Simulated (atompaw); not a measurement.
**Reading a pseudo-wave (gold (Au))**

Columns: radius, all-electron u(r) and pseudo u(r) of the 5s shell (level -144.66 eV) of gold in the configuration [Kr] 4d10 4f14 5s2 5p6 5d8 6s0 6p0; PBE, scalar-relativistic, PAW (atompaw) scheme, atompaw 4.2.0.5.

```csv
r (bohr),all-electron,pseudo
0.087,0.1065,0.2541
0.173,0.3134,0.4941
0.260,-0.4776,0.7156
0.346,-0.6780,0.9048
0.433,-0.2945,1.0600
0.519,0.2619,1.1733
0.606,0.7467,1.2453
0.692,1.0622,1.2746
0.779,1.2188,1.2641
0.865,1.2490,1.2187
0.952,1.1948,1.1440
1.038,1.0922,1.0496
1.125,0.9650,0.9403
1.212,0.8322,0.8231
1.298,0.7059,0.7045
1.385,0.5890,0.5890
1.471,0.4871,0.4871
1.558,0.3982,0.3982
1.644,0.3240,0.3240
1.731,0.2612,0.2612
1.817,0.2101,0.2101
1.904,0.1678,0.1678
1.990,0.1338,0.1338
2.077,0.1060,0.1060
2.163,0.0840,0.0840
2.250,0.0662,0.0662
```

Task: How many radial nodes do the two functions have?

Result: The all-electron 5s function has n − l − 1 = 4 (the table is too coarse to show those close to the nucleus); the pseudo-wave has 0, since the states of the same l below it are removed with the core.

Task: At about which radius was the pseudo-wave matched?

Result: 1.40 bohr, where the columns begin to agree (steps of 0.09 bohr).

Task: Where does each function peak?

Result: Outermost all-electron maximum near 0.86 bohr, pseudo maximum near 0.69 bohr (to the table’s step).

Task: Is the pseudo-wave norm-conserving?

Result: No, it belongs to a PAW set: the norm inside the radius is not constrained, and the difference is carried by the augmentation charge.
